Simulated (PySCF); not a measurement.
Ligands exchanged one at a time, In Cl-SH. Isolated molecules, 0 K electronic values unless said otherwise. One relaxed conformer stands for each flexible species; it need not be the lowest. Strings in code marks are SMILES.

The four lowest singlet excitations (Tamm–Dancoff). Method: PBE0-D4/def2-TZVP (PySCF). Excitations are Tamm–Dancoff values on a coarser integration grid. The basis has no diffuse functions, so Rydberg states are missing or too high.

```json
[
 {"state": "S1", "energy (eV)": "4.45", "wavelength (nm)": "279", "oscillator strength": "0.009"},
 {"state": "S2", "energy (eV)": "5.33", "wavelength (nm)": "233", "oscillator strength": "0.033"},
 {"state": "S3", "energy (eV)": "5.42", "wavelength (nm)": "229", "oscillator strength": "0.020"},
 {"state": "S4", "energy (eV)": "5.46", "wavelength (nm)": "227", "oscillator strength": "0.000"}
]
```

Task: Name which member gives these states.
A. `[Cl][In]([Cl])[Cl]`
B. `[SH][In]([SH])[SH]`
C. `[SH][In]([Cl])[Cl]` (H–S–In–Cl torsion 0°)
D. `[SH][In]([SH])[Cl]` (H–S–In–Cl torsion -180°, Cl–In–S–H torsion 0°)

Result: C, `[SH][In]([Cl])[Cl]` (H–S–In–Cl torsion 0°)
